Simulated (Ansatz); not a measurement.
Input file for CH₇BrO₂Si₂, SMILES `CO[SiH](Br)O[SiH3]`:

```yaml
crystal:
  periodic: [false, false, false]
  atoms:
    - {symbol: C, position_ang: [1.603126, -0.434888, -1.907102]}
    - {symbol: O, position_ang: [0.823867, -0.571305, -0.737671]}
    - {symbol: Si, position_ang: [-0.716711, -0.101319, -0.560210]}
    - {symbol: Br, position_ang: [-0.887574, 2.054781, -1.090367]}
    - {symbol: O, position_ang: [-1.137794, -0.324315, 0.976337]}
    - {symbol: Si, position_ang: [-0.920050, 0.240481, 2.507458]}
    - {symbol: H, position_ang: [2.585428, -0.862845, -1.705980]}
    - {symbol: H, position_ang: [1.722176, 0.618257, -2.177540]}
    - {symbol: H, position_ang: [1.153640, -0.969128, -2.750389]}
    - {symbol: H, position_ang: [-1.637216, -0.842361, -1.440205]}
    - {symbol: H, position_ang: [0.395004, 0.917687, 2.625431]}
    - {symbol: H, position_ang: [-2.006770, 1.195410, 2.833449]}
    - {symbol: H, position_ang: [-0.977117, -0.920454, 3.426778]}
basis:
  gaussian: {orbitals: def2-TZVPP}
correlation: {method: ccsd_t}
```

```sh
$ ansatz run in.yaml --threads 2 --pin off --events-out ev --progress --plain --max-ram 32768MiB --backend cuda --devices 0, --max-vram 18GiB
```

Log, shortened:

```
Functional definition: HF
1936 factors; integrals over basis functions are off by at most 1.1e-3 eV
mean field evaluation 1: about -90942.4037 eV, gradient 4.7e1 eV
mean field evaluation 2: about -90942.8031 eV, gradient 4.8e1 eV
mean field evaluation 4: about -90947.3666 eV, gradient 4.3e0 eV
mean field evaluation 8: about -90947.4445 eV, gradient 2.8e-1 eV
mean field -90947.44474781 eV, -3342.2569480900 hartree, gradient 5.4e-6 eV, S^2 0.000000; 0 other end points of the search recorded, 0 dependent functions left out
22 core orbitals not correlated: weight in the atoms' cores, before any rotation towards them, 1.000 or more for the frozen orbitals, at most 0.000 for the correlated occupied ones
reference -90947.44474781 eV, -3342.2569480900 hartree; 24, 24 occupied and 277, 277 virtual orbitals, 1936 factors
second order -31.50538974 eV of doubles, -0.00000000 eV of singles
cycle   1  -31.88447095 eV  change   -3.8e-1 eV  update   1.2e-1
cycle   2  -32.66090621 eV  change   -7.8e-1 eV  update   3.4e-2
cycle   3  -32.81871076 eV  change   -1.6e-1 eV  update   1.7e-2
cycle   4  -32.79819593 eV  change    2.1e-2 eV  update   3.5e-3
cycle   5  -32.79742168 eV  change    7.7e-4 eV  update   1.5e-3
cycle   6  -32.79833101 eV  change   -9.1e-4 eV  update   4.2e-4
cycle   7  -32.79798791 eV  change    3.4e-4 eV  update   1.6e-4
cycle   8  -32.79793552 eV  change    5.2e-5 eV  update   4.4e-5
perturbative correction -1.15969521 eV, -0.0426180127 hartree
Total energy: -90981.40237854 eV, -3343.5048680019 hartree
```

Run time 17 s (2 threads of an AMD EPYC 7R13 on a shared host and a share of an NVIDIA H100 80 GB); peak host memory 1.3 GiB.

Correlation energy per correlated electron: -0.707 eV. T1 diagnostic: 0.0101.
